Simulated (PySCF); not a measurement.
## [ZnCl4]2-: computed shieldings and shifts

[ZnCl4]2-, [Cl4Zn]2-.

Bonds: Zn1-Cl2 2.341 Å, Zn1-Cl3 2.333 Å, Zn1-Cl4 2.342 Å, Zn1-Cl5 2.340 Å.

Total charge -2.

GIAO calculations in PySCF 2.14.0 with density-fitted response routines on the PBE0-D3(BJ)/def2-SVP structure: isolated species, non-relativistic, equivalent atoms averaged; basis pcSseg-1 (pcSseg-2 on Zn).

Question: Give the isotropic shieldings (ppm) with B3LYP, PBE, PBE0.

Answer: 
```tsv
atoms	environment	B3LYP	PBE	PBE0
Zn1	Zn bonded to 4 Cl	1591	1519	1608
Cl2/Cl3/Cl4/Cl5	chlorine bonded to Zn	1055	1037	1064
HOMO–LUMO gap (eV)	–	7.79	5.98	8.39
```

Question: And the chemical shifts, against references computed in the same way?

Answer: 
```json
{"atoms": "Cl2/Cl3/Cl4/Cl5", "nucleus, reference": "³⁵Cl, HCl", "B3LYP": "-125", "PBE": "-103", "PBE0": "-121"}
```

Question: Which part of the shielding of Zn1 depends on the functional?

Answer: Diamagnetic: B3LYP 2524, PBE 2525, PBE0 2524 ppm; paramagnetic: B3LYP -933, PBE -1005, PBE0 -916 ppm. The diamagnetic part, set mainly by inner electrons, hardly moves; the paramagnetic part goes with low-lying magnetically allowed excitations and carries the spread.

The ion is multiply charged and has no counter-ions or solvent here.
